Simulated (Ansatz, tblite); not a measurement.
Cost and result up the ladder for the cluster AgPd₃ (the lowest doublet isomer of a short search) (4 atoms). The state is a doublet with charge 0. Geometry: PBE0-D4/def2-SVP.

Cartesian coordinates in Å:
```
Pd 0.315 0.816 -1.339
Pd -0.233 -1.533 -0.391
Pd 1.282 0.085 0.952
Ag -1.364 0.632 0.778
```

Ansatz on 4 threads of Arm Neoverse V1 on a shared host; xTB runs through tblite on one thread. Times are rough, summed over both states, and most runs start from the orbitals of an earlier one. RPA@PBE/def2-TZVP serves as the yardstick here, not as an exact answer. The other state is a quartet at its own geometry, which has other bonds, so the gap mixes isomer and spin.

In the def2 sets Ag, Pd take a core potential; there is no spin–orbit coupling. The xTB rows come from tblite. LC-ωPBE has ω = 0.4 bohr⁻¹. B3LYP takes the VWN-RPA correlation. Correlated methods freeze no core orbitals; core or outer-core shells of Pd, Ag are correlated, in sets that lack core-valence functions. HOMO above LUMO, or a gap near zero within one spin, warns that the state may not be the lowest or that an electron is smeared out. The structure comes from a short search, and lower isomers may exist.

Run but left out: HF/STO-3G (doublet: ⟨S²⟩ 5.14, where a pure state has 0.75).

Correlated methods converge slowly with the basis.

xTB has no spin-polarisation term.

```csv
level,functions,quartet − doublet (eV),difference from RPA@PBE/def2-TZVP (eV),remarks
MP2/def2-TZVP,160,1.76,0.80,spin-contaminated (⟨S²⟩ 3.90) (quartet)
B3LYP-D4/def2-TZVP,160,1.37,0.41,–
RPA@PBE/def2-TZVP,160,0.96,0.00,–
r2SCAN-D4/def2-TZVP,160,1.37,0.41,–
PBE0-D4/def2-TZVP (with forces),160,1.44,0.48,–
LC-ωPBE/def2-TZVP,160,1.45,0.49,–
BHLYP-D4/def2-TZVP,160,1.08,0.12,–
PBE-D4/def2-TZVP,160,1.30,0.34,gap within one spin near zero (quartet)
CAM-B3LYP-D4/def2-TZVP,160,1.36,0.40,–
GFN1-xTB,36,2.12,1.16,–
revPBE-D4/def2-TZVP,160,1.28,0.32,gap within one spin near zero (quartet)
GFN2-xTB,36,0.85,-0.11,–
```

Problem. Estimate how long each takes.

Solution. GFN1-xTB 0.012 s; GFN2-xTB 0.018 s; MP2/def2-TZVP 29 s; PBE0-D4/def2-TZVP (with forces) 30 s; PBE-D4/def2-TZVP 31 s; revPBE-D4/def2-TZVP 35 s; B3LYP-D4/def2-TZVP 39 s; RPA@PBE/def2-TZVP 40 s; LC-ωPBE/def2-TZVP 50 s; BHLYP-D4/def2-TZVP 58 s; CAM-B3LYP-D4/def2-TZVP 62 s; r2SCAN-D4/def2-TZVP 83 s. On shared hardware such times vary by a factor of up to 3.
